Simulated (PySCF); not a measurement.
# Electronic absorption of C6H6O2

Compound: C6H6O2.
Structure used (GFN2-xTB), in Å, numbered top down from 1:
```xyz
14
C6H6O2 angstrom
C     -2.4578    1.5441    0.1922
C     -1.7691    0.5050    0.6208
C     -1.2244   -0.5640   -0.2860
C      0.2163   -0.6183   -0.1960
C      1.4142   -0.6345   -0.0811
C      2.8478   -0.6797   -0.0466
O      3.5537   -0.7864   -1.0157
O      3.3234   -0.5903    1.2052
H     -2.8380    2.2924    0.8661
H     -2.6756    1.6912   -0.8536
H     -1.5499    0.3735    1.6716
H     -1.5123   -0.3699   -1.3222
H     -1.6214   -1.5403    0.0129
H      4.2925   -0.6231    1.1901
```

Method used: PySCF 2.14.0, density-fitted response routines, TDDFT PBE0/def2-SVPD, vertical, gas phase, core orbitals frozen in the response.

```csv
state,E (eV),ν̃ (cm⁻¹),f,"main configurations (H = HOMO, L = LUMO)"
S1,4.81,38800,0.0008,"H→L (68%), H-1→L (29%)"
S2,5.64,45470,0.0067,"H-3→L (63%), H-1→L (19%), H→L (14%)"
S3,5.91,47670,0.134,"H-2→L (57%), H-1→L (14%)"
S4,6.09,49090,0.0051,"H-1→L (35%), H-3→L (29%), H-2→L (17%)"
S5,6.74,54370,0.012,"H-2→L+1 (65%), H-2→L+4 (10%)"
S6,6.95,56020,0.226,"H→L+1 (67%), H-1→L+1 (13%)"
```

Triplets, Tamm–Dancoff:

```csv
state,E (eV),λ (nm),"main configurations (H = HOMO, L = LUMO)"
T1,4.38,283.3,"H→L (64%), H-1→L (18%)"
T2,4.43,279.7,"H-2→L (75%), H-1→L (13%)"
```

The lowest singlet lies at 4.81 eV (258 nm, ultraviolet) and is very weak; its leading configuration is HOMO→LUMO (68%). The strongest level in the table is S6 at 6.95 eV (178 nm, f = 0.226). It is the last of those listed, so stronger ones may follow. Löwdin shares by element: HOMO carbon 69% or more (atoms not listed hold the other 31%); LUMO carbon 58% or more, oxygen 20% or more (atoms not listed hold the other 22%). The oscillator strengths of these states sum to 0.385; summed over the whole spectrum of an exact calculation they would give the number of electrons, 58 (Thomas–Reiche–Kuhn). Weighted by f, the mean energy of these states is 6.54 eV. Of the 6 states listed, 3 reach f = 0.01 and none stays under 0.0005. Only the lowest 6 singlets were computed, as vertical energies without vibronic structure.

Time: 35 s; peak memory 0.91 GiB. Hardware: one thread of an Arm Neoverse V1 (shared host).

One conformer stands for the species.
